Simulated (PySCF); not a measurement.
Gas-phase reaction: In(CH₃)₃ ⇌ InH + C₃H₈

Energies from PySCF, thermal terms from the rigid-rotor harmonic-oscillator model, ideal gas at 1 bar. † marks an energy on the PBE0/def2-TZVP geometry and frequencies. MP2 and CCSD(T) freeze the core. All species are closed-shell singlets. B3LYP is the form with VWN-RPA correlation. In: scalar-relativistic def2 core potential, no spin-orbit coupling. Methyl groups turn as free rotors in In(CH₃)₃. InH: computed as isolated molecules; such fragments, hydroxides, amides, oligomers or adducts are transient or little studied in the gas. MP2 isn't extrapolated to the basis-set limit; its ΔH°(298 K) is 7.7 kJ in def2-SVP and 43.0 kJ in def2-TZVPP. CCSD(T) isn't extrapolated to the basis-set limit. The harmonic model lacks anharmonicity and excited electronic states, which grow with temperature; levels with a mode under 35 cm⁻¹ are left out. Internal rotation in C₃H₈ is treated as a harmonic vibration of one conformer, which makes the entropy rough. Soft modes under 120 cm⁻¹ make the harmonic entropy rough for In(CH₃)₃.

ΔH° and ΔS° at 298 K: B3LYP/def2-TZVP† -9 kJ, 105 J/K; CCSD(T)/def2-SVP† -17 kJ, 105 J/K; HF/def2-TZVP† -28 kJ, 105 J/K; M06-2X/def2-TZVP† 25 kJ, 105 J/K; MP2/def2-TZVPP† 43 kJ, 105 J/K.

Question: With the heat capacities included, give log10 K (1 bar) at 600, 800, 1400, 1600, 2000 K from B3LYP/def2-TZVP†, CCSD(T)/def2-SVP†, HF/def2-TZVP†, M06-2X/def2-TZVP†, MP2/def2-TZVPP†.

Answer: 
```json
[
 {"T (K)": "600", "B3LYP/def2-TZVP†": "6.2", "CCSD(T)/def2-SVP†": "6.8", "HF/def2-TZVP†": "7.8", "M06-2X/def2-TZVP†": "3.2", "MP2/def2-TZVPP†": "1.6"},
 {"T (K)": "800", "B3LYP/def2-TZVP†": "5.9", "CCSD(T)/def2-SVP†": "6.4", "HF/def2-TZVP†": "7.1", "M06-2X/def2-TZVP†": "3.6", "MP2/def2-TZVPP†": "2.4"},
 {"T (K)": "1400", "B3LYP/def2-TZVP†": "5.4", "CCSD(T)/def2-SVP†": "5.7", "HF/def2-TZVP†": "6.1", "M06-2X/def2-TZVP†": "4.2", "MP2/def2-TZVPP†": "3.5"},
 {"T (K)": "1600", "B3LYP/def2-TZVP†": "5.4", "CCSD(T)/def2-SVP†": "5.6", "HF/def2-TZVP†": "6.0", "M06-2X/def2-TZVP†": "4.3", "MP2/def2-TZVPP†": "3.6"},
 {"T (K)": "2000", "B3LYP/def2-TZVP†": "5.3", "CCSD(T)/def2-SVP†": "5.5", "HF/def2-TZVP†": "5.8", "M06-2X/def2-TZVP†": "4.4", "MP2/def2-TZVPP†": "3.9"}
]
```
